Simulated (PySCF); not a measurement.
Job file and geometry (Å, from GFN2-xTB) of an NMR shielding run on SMILES C(C/C=C\BC#C)(Cl)(Cl)Cl, C$_{6}$H$_{6}$BCl$_{3}$, PySCF, GIAO PBE0/pcSseg-1 NMR shielding, non-relativistic, gas phase; density fitting, a coarse starting grid and PySCF grid level 2 are the driver's defaults:

```
$ OMP_NUM_THREADS=1 python probes_run.py task.json out

{"job": {"kind": "nmr", "xc": "PBE0", "basis": "pcSseg-1"}, "charge": 0, "multiplicity": 1}
C      3.276756     1.787062    -0.268268
C      2.377455     1.001875    -0.413225
B      1.232142     0.011310    -0.590163
C      0.778873    -0.787385     0.693077
C     -0.458515    -1.223316     0.900427
C     -1.557802    -0.986557    -0.101580
C     -1.884919     0.492471    -0.212904
Cl    -3.192572     0.777100    -1.390072
Cl    -2.385885     1.156437     1.357048
Cl    -0.460987     1.416427    -0.768163
H      4.071561     2.464998    -0.145575
H      1.143955    -0.530869    -1.635861
H      1.513838    -0.982179     1.463964
H     -0.746527    -1.744583     1.802998
H     -2.469270    -1.513214     0.184011
H     -1.245702    -1.330637    -1.091884
```

**Question.** What does the program print?

**Answer.** 
```
coarse grid: 16200 points
cycle   1  E = -1636.5310886703  dE =  1.499e+00  |g| = 7.191e-01  |ddm| = 3.932e+00
cycle   2  E = -1636.2626423729  dE =  2.684e-01  |g| = 1.320e+00  |ddm| = 1.987e+00
cycle   3  E = -1636.6650472994  dE = -4.024e-01  |g| = 1.409e-01  |ddm| = 1.303e+00
cycle   4  E = -1636.6688254094  dE = -3.778e-03  |g| = 7.235e-02  |ddm| = 1.899e-01
cycle   5  E = -1636.6698630286  dE = -1.038e-03  |g| = 3.508e-02  |ddm| = 8.103e-02
cycle   6  E = -1636.6701744624  dE = -3.114e-04  |g| = 6.381e-03  |ddm| = 3.080e-02
cycle   7  E = -1636.6701836600  dE = -9.198e-06  |g| = 1.968e-03  |ddm| = 7.922e-03
final grid: 145928 points
cycle   8  E = -1636.7275605500  dE = -5.923e-05  |g| = 8.668e-03  |ddm| = 4.710e-02
cycle   9  E = -1636.7275432719  dE =  1.728e-05  |g| = 1.154e-02  |ddm| = 1.842e-02
cycle  10  E = -1636.7275758490  dE = -3.258e-05  |g| = 3.017e-03  |ddm| = 1.201e-02
cycle  11  E = -1636.7275778439  dE = -1.995e-06  |g| = 8.105e-04  |ddm| = 2.707e-03
cycle  12  E = -1636.7275779890  dE = -1.450e-07  |g| = 2.763e-04  |ddm| = 8.112e-04
cycle  13  E = -1636.7275780078  dE = -1.883e-08  |g| = 6.503e-05  |ddm| = 2.820e-04
cycle  14  E = -1636.7275780088  dE = -1.020e-09  |g| = 1.542e-05  |ddm| = 8.382e-05
cycle  15  E = -1636.7275780089  dE = -5.866e-11  |g| = 4.268e-06  |ddm| = 2.158e-05
converged SCF energy = -1636.7275780089

GIAO shielding tensors (ppm)
atom      isotropic    diamagn.    paramagn.     s11        s22        s33       span
  0 C       77.233     260.389    -183.155      7.868     22.098    201.734    193.866
  1 C       92.076     256.424    -164.348    -12.253     -5.967    294.448    306.701
  2 B       85.825     183.871     -98.045     56.249     66.089    135.139     78.890
  3 C       31.508     254.319    -222.811    -91.984     22.398    164.109    256.093
  4 C       47.164     251.513    -204.349    -73.170     58.466    156.197    229.368
  5 C      132.651     248.195    -115.544    113.698    126.863    157.393     43.695
  6 C       59.520     242.001    -182.481     49.261     57.283     72.015     22.754
  7 Cl     456.174    1144.311    -688.137    115.301    305.674    947.547    832.246
  8 Cl     463.095    1144.970    -681.875    118.491    340.553    930.242    811.751
  9 Cl     515.798    1145.484    -629.686    193.051    442.851    911.492    718.441
 10 H       28.892      33.025      -4.133     24.835     24.941     36.899     12.064
 11 H       26.833      26.596       0.237     24.226     25.331     30.943      6.718
 12 H       24.625      29.150      -4.525     21.838     24.501     27.536      5.698
 13 H       25.149      29.740      -4.592     22.416     26.128     26.902      4.485
 14 H       28.361      28.732      -0.371     24.802     27.486     32.796      7.994
 15 H       28.830      27.925       0.905     25.146     26.993     34.352      9.206
```

Size and cost of the density-fitted run: 221 basis functions, 79 s wall time on 1 thread of an Arm Neoverse N1, shared host; peak memory 0.92 GiB.
